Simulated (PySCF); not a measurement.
# Checking a proposed structure

A compound C5H6ClNSi gives the data below (simulated from a calculation) and was assigned the structure `N#C[C@@]1([SiH3])C=C(Cl)C1`.

$^{13}$C{$^{1}$H} NMR (computed): δ 172.5 (CH), 132.7 (C), 119.7 (C), 34.6 (CH2), 4.2 (CH3).

$^{1}$H NMR (600 MHz, computed): δ 7.72 (m, 1H), 2.25 (m, 1H), 2.12 (m, 1H), 0.76 (s, 3H).

Computational details: NMR shieldings at PBE0/pcSseg-1/GIAO, geometry from GFN2-xTB, in PySCF 2.14 (one conformer, no relativistic terms, gas phase, one averaged value for each set of equivalent atoms).

Chemical shifts δ = σref − σ; $^{1}$H and $^{13}$C vs TMS, all at this level.

Q: Compare with the shifts computed for the proposed structure, pairing carbons in order of shift.

A: Structure with atom numbers: `[N:1]#[C:2][C@@:3]1([SiH3:4])[CH:5]=[C:6]([Cl:7])[CH2:8]1`; H(Xn) means a hydrogen on atom n.

```tsv
atom	computed for proposal	given list	difference
C6	146.2	172.5	-26.3
C5	140.8	132.7	+8.1
C2	124.0	119.7	+4.3
C8	49.3	34.6	+14.7
C3	19.9	4.2	+15.7
```

The rms difference is 15.7 ppm and the largest -26.3 ppm at C6 (fully substituted alkene carbon). The carbon types in order of shift don't match either: C, CH, C, CH2, C for the proposal against CH, C, C, CH2, CH3 in the data. The proposal doesn't fit.

Q: Which isomer fits?

A: SMILES C[Si@]1(Cl)CC=C1C#N.

1. Carbon types of the structure: 2 × C, 1 × CH, 1 × CH2, 1 × CH3, which accounts for all hydrogens.
2. δC 172.5: alkene CH.
3. δC 132.7: fully substituted alkene carbon; the olefinic region.
4. δC 119.7: nitrile carbon; C≡N carbons fall here, among the sp2 signals but without a proton.
5. δH 7.72: hydrogen on an alkene CH; attached to an sp2 carbon and in the plane of the double bond.

Other isomers checked: N#C[C@@]12C[C@@H]1[C@]2([SiH3])Cl (rms 49.9 ppm); [SiH3]c1ccc(Cl)cn1 (rms 77.6 ppm).

This is the structure that produced the data.

Shifts are as computed. Against solution values, carbons near 30 ppm lie about +3 ppm off and those near 130 ppm about +5 ppm. Of 1309 compounds with measured shifts, 239 miss one by over three times the rms of a fit or turn the order of signals round; such compounds aren't used in these exercises. Multiplicities follow the n + 1 count of equivalent neighbours, as no J values were calculated; m marks all less simple cases, F and P coupling included.
